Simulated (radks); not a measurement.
Results of a calculation; reference values are marked as such.
Neutral lanthanum inside a hard spherical wall (all orbitals vanish at R), configuration held at [Xe] 5d1 6s2 and not refilled when levels cross. Level of theory: scalar-relativistic Kohn-Sham, LDA (Slater exchange, Perdew-Wang correlation), spin-unpolarised, spherical densities, finite nucleus; Fermi nuclear charge, rms radius 4.855 fm (a radial shooting solver on a logarithmic mesh with Libxc functionals). Eigenvalues in eV, with the zero of energy where the potential of the charges vanishes at infinity; a dash marks a level that is unbound or too diffuse for the functional's potential to be trusted. A positive occupied level is held by the wall or, in an anion where self-interaction has pushed it up, behind a barrier. The pressure on the wall is -dE/dV.

R (bohr)  E (hartree)  kinetic (hartree)    e(5s)    e(5p)   e(6s)   e(5d)  e(6p, empty)  e(7s, empty)  pressure (GPa)
free       -8486.5003           8973.726  -39.068  -22.479  -3.813  -3.205        -1.412        -0.088               0
20         -8486.5003           8973.726  -39.068  -22.479  -3.813  -3.205        -1.412         0.037        < 0.0001
15         -8486.5002           8973.726  -39.065  -22.476  -3.811  -3.202        -1.399         0.396        0.000256
12         -8486.4997           8973.731  -39.026  -22.438  -3.780  -3.169        -1.312         1.230         0.00827
10         -8486.4966           8973.758  -38.862  -22.278  -3.646  -3.030        -1.030         2.781          0.0826
8          -8486.4758           8973.886  -38.223  -21.659  -3.045  -2.486         0.010         6.864           0.840
6          -8486.3392           8974.503  -36.169  -19.705  -0.362  -0.572         4.096        19.387            10.1
5          -8486.0644           8975.586  -33.851  -17.530   3.971   1.940        10.196        35.448            42.5
4          -8485.1593           8979.048  -29.076  -12.911  15.941   7.993        25.727        71.566             241
3.5        -8483.9369           8983.603  -24.414   -8.078  29.881  14.599        42.624        107.57             671
2          -8455.3591           9072.855   42.396   69.347  243.41  114.97        275.15        540.74           37600
